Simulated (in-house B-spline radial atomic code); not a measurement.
# One electron outside the [He] 2s2 2p6 core: Pr XLIX (Pr48+)

Computed with an all-electron radial atomic-structure program (B-spline basis), no-pair Dirac-Coulomb Hamiltonian, finite nucleus. Rungs: frozen-core Dirac-Hartree-Fock (DHF); Brueckner orbitals from the second-order correlation potential; the same with the Coulomb interaction screened by the core and the hole-particle interaction summed; Breit and QED terms from differences of relaxed Dirac-Fock atoms, where computed. Partial waves beyond l = 6 are extrapolated. The tables show a selection of states; those near core-excited levels, with erratic corrections or far from their DHF start are never shown.

Command:
```bash
python run_mb.py task.json out
```
Settings (nuclear radius in fm, box in bohr, cutoff in hartree):
```
basis_form          2
Z                   59
core_configuration  [He] 2s2 2p6
rms_radius          4.8919
mass_number         141
speed_of_light      137.036
box_radius          4.31
lmax                6
intervals           58
virtual_cutoff      6962.0
```

Run time, properties included: 39 s on 1 thread of Arm Neoverse N1 (shared host).

Removal energies (eV):

```tsv
state	DHF	second order	screened	Breit + QED	final
3s1/2	4134.95	4135.82	4135.81	-4.85	4130.96
3p1/2	4020.82	4021.95	4021.94	-4.57	4017.37
3p3/2	3889.66	3890.68	3890.67	-2.91	3887.76
3d3/2	3747.13	3748.37	3748.36	-2.02	3746.34
3d5/2	3716.71	3717.85	3717.84	-1.02	3716.82
4s1/2	2250.74	2251.14	2251.13	-1.92	2249.21
4p1/2	2203.56	2204.04	2204.03	-1.81	2202.22
4p3/2	2150.07	2150.51	2150.51	-1.15	2149.36
4d3/2	2096.02	2096.45	2096.44	-0.741	2095.7
4d5/2	2082.89	2083.28	2083.28	-0.375	2082.9
4f5/2	2054.18	2054.5	2054.5	-	-
4f7/2	2048.63	?	?	?	?
5s1/2	1412.9	1413.08	1413.08	-	-
5p1/2	1389.17	1389.39	1389.39	-	-
5p3/2	1362.29	1362.5	1362.5	-	-
5d3/2	1335.83	1336.02	1336.02	-	-
5d5/2	1329.07	1329.25	1329.24	-	-
5f5/2	1314.91	?	?	?	?
5f7/2	1312.05	1312.22	1312.22	-	-
5g7/2	1310.12	1310.17	1310.17	-	-
5g9/2	1308.44	1308.49	1308.49	-	-
```

(1) What does correlation do to 4f7/2?

(2) What does correlation do to 5f5/2?

(3) How does the lowest state compare with the NIST ionisation energy?

Electric-dipole lines from 3s1/2 (reduced matrix elements in atomic units, length form, static core polarisation, sign of DHF taken positive):

```tsv
upper	DHF	+ core polarisation	+ Brueckner	λ (nm)	A (s⁻¹)
3p1/2	0.1897	0.1879	0.1878	10.915	2.75e+10
3p3/2	0.2751	0.2726	0.2725	5.098	2.84e+11
```

(4) What radiative lifetime does 3d3/2 get from its electric-dipole decays?

Magnetic hyperfine constants per unit nuclear g factor (MHz, nucleus as a uniformly magnetised ball; they apply to isotopes with nuclear spin):

| state | DHF | + core polarisation | + Brueckner |
| --- | --- | --- | --- |
| 3s1/2 | 2.206e+06 | 2.261e+06 | 2.263e+06 |
| 3p1/2 | 706100 | 725300 | 726100 |
| 3p3/2 | 100900 | 98720 | 98810 |
| 4s1/2 | 891500 | 911400 | 912100 |
| 4p1/2 | 288700 | 295400 | 295600 |
| 4p3/2 | 41630 | 40610 | 40630 |

## Answers

(1) It adds 0.3119 eV to the removal energy in second order and 0.3127 eV with screening, giving 2048.95 eV before Breit and QED terms, which weren't computed for this state.

(2) It adds 0.1736 eV to the removal energy in second order and 0.1743 eV with screening, giving 1315.08 eV before Breit and QED terms, which weren't computed for this state.

(3) 3s1/2 is bound by 4131.0 eV, without recoil; NIST lists 4130 ± 4 eV (tabulated theory), a difference of +0.96 eV.

(4) The rates to lower computed states sum to 2.84e+11 s⁻¹, a lifetime of 0.00352 ns.
